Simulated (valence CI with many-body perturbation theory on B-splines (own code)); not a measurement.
## Basis-set convergence for Te⁴⁷⁺

Calculated by valence CI with perturbative core correlation (CI+MBPT): three valence electrons over a frozen Dirac-Fock core [He], a basis of 9 s, 9 p, 8 d, 6 f, 3 g, 1 h functions for each j, with the one-electron correlation potential Σ1, the two-electron term Σ2, the three-electron term Σ3, Breit, model QED; selected CI, second order for the rest, scaled by the run's own slope (own B-spline code, finite nucleus).

The last digits are not significant, and no measured levels were compared; by estimate large intervals hold to a few tenths of a per cent, small ones and those within an open d or f shell to about a per cent.

The reference run has the lowest level (2s^2 2p1/2) J=1/2 and an ionisation energy of 8494.36 eV. Its largest variational space holds 9318 state functions.

Levels are named by their leading jj configuration (3d3/2^4 stands for four electrons in 3d with j = 3/2), which in mixed levels can hold well under half, so a name can repeat and another be missing. Letters in brackets count levels of one name in rising energy.

Changed runs:
A. basis 6 s, 6 p, 5 d, 3 f, 1 g
B. basis 5 s, 5 p, 4 d, 2 f

Excitation energies of the reference run in cm⁻¹, and shifts in cm⁻¹:

| Level | Reference | A | B |
| --- | --- | --- | --- |
| (2s 2p1/2^2) J=1/2 | 1243950 | -61 | -137 |
| (2s^2 2p3/2) J=3/2 | 2448990 | +5.8 | -31 |
| (2s 2p1/2 2p3/2) J=3/2 [a] | 3318100 | -148 | -491 |
| (2s 2p1/2 2p3/2) J=5/2 | 3563870 | +31 | -35 |
| (2s 2p1/2 2p3/2) J=3/2 [b] | 3951020 | +122 | +345 |
| (2s 2p1/2 2p3/2) J=1/2 | 3957930 | +58 | +182 |
| (2p1/2^2 2p3/2) J=3/2 | 5290560 | +17 | +102 |
| (2s 2p3/2^2) J=5/2 | 5913980 | -20 | -171 |
| (2s 2p3/2^2) J=1/2 | 6482430 | +71 | +295 |
| (2s 2p3/2^2) J=3/2 | 6491130 | +116 | +321 |
| (2p1/2 2p3/2^2) J=3/2 | 7497130 | -52 | -203 |
| (2p1/2 2p3/2^2) J=5/2 | 7651120 | +123 | +268 |
| Ionisation energy (eV) | 8494.36 | -0.012 | -0.06 |
